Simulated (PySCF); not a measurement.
Structure with atom numbers: `[F:1][C:2]([F:3])([F:4])/[CH:5]=[CH:6]/[CH2:7][CH2:8][Cl:9]`; H(Xn) means a hydrogen on atom n.

[PySCF 2.14.0 with density-fitted response routines: coordinates at the GFN2-xTB level; GIAO PBE0/pcSseg-1 shieldings; one averaged value for each set of equivalent atoms; a single conformation; isolated molecule; non-relativistic]

Shifts are taken against calculated references (same method and geometry level): 13C (186.93 ppm) against TMS.

Question: Do the 13C shifts follow the atomic charges (in e)? Tabulate both.

Answer: 
| atoms | hybridisation | δ (ppm) | σ para (ppm) | Hirshfeld | IAO | Mulliken | ESP-fitted |
| --- | --- | --- | --- | --- | --- | --- | --- |
| C6 | sp2 | 148.0 | -218 | -0.02 | -0.10 | -0.13 | -0.03 |
| C2 | sp3 | 131.9 | -187 | +0.26 | +0.80 | +0.84 | +0.66 |
| C5 | sp2 | 128.6 | -199 | -0.09 | -0.22 | -0.26 | -0.45 |
| C8 | sp3 | 51.5 | -111 | -0.02 | -0.23 | -0.20 | -0.26 |
| C7 | sp3 | 40.5 | -101 | -0.07 | -0.26 | -0.18 | +0.01 |

Correlation coefficients of δ with charge over these carbons: Hirshfeld +0.35, IAO +0.45, Mulliken +0.36, ESP-fitted +0.23; with the paramagnetic shielding -0.99. With so few points, grouped by hybridisation, these coefficients are fragile. Charge is one influence among several: hybridisation and low-lying excitations act through the paramagnetic term.

Carbons that carry Cl, above all several Cl atoms, come out too deshielded, partly because spin–orbit coupling is missing. Shifts are as computed. Against solution values, carbons near 30 ppm lie about +3 ppm off and those near 130 ppm about +5 ppm; carbons on Cl a further +6 ppm. Of 1211 compounds with measured shifts, 218 miss one by over three times the rms of a fit or turn the order of signals round; such compounds aren't used in these exercises.
